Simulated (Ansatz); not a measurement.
Consider the redistribution: `CB([SiH3])BS` + `B[SiH2][SiH2][SiH3]` → `B[SiH2]B(C)[SiH3]` + `[SiH3][SiH2]BS`.

Isolated molecules relaxed with PBE0-D4/def2-TZVP in Ansatz; ΔE leaves out vibrations. CCSD(T)/CBS is the MP2 limit (def2-TZVPP, def2-QZVPP) plus CCSD(T) − MP2 in def2-TZVPP, frozen cores. Functionals use def2-TZVPP. One conformer a species, not always the lowest.

(1) Is it downhill or uphill in electronic energy at CCSD(T)/CBS, and by how much? (An estimate is asked.)

(2) What do these levels give: PBE, r2SCAN, MP2/def2-TZVPP, HF/def2-QZVPP, SCS-MP2/def2-QZVPP, MP2/CBS(def2)? (An estimate is asked.)

Largest T1 diagnostic among the species: 0.016.

## Answers

(1) Computed: Uphill: ΔE = +24.7 kJ/mol.

(2) Ansatz gave: PBE 26.0, r2SCAN 27.2, MP2/def2-TZVPP 25.9, HF/def2-QZVPP 30.8, SCS-MP2/def2-QZVPP 25.8, MP2/CBS(def2) 26.5 kJ/mol.

In def2-TZVPP, CCSD(T) changes the Hartree–Fock value by −6.5 kJ/mol (the triples alone add −1.5 kJ/mol) and MP2 by −4.8 kJ/mol.
